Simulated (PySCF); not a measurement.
Level of theory: r2SCAN-D4/def2-TZVP in PySCF 2.14.0. Gas-phase values, no solvent. One relaxed conformer stands for a flexible species; it need not be the lowest. 

Reference species (SMILES): `[NH2][Ga]([NH2])[NH2]` (neutral, multiplicity 1).

```yaml
HOMO: -5.66 eV
HOMO–LUMO gap: 5.47 eV
```

Changed species: `[GaH3]` (whole molecule; the reference has whole molecule).

Question: Predict the effect on the HOMO and HOMO–LUMO gap.

Answer: the HOMO drops by 2.02 eV, to -7.68 eV; the HOMO–LUMO gap falls by 0.09 eV, to 5.38 eV.
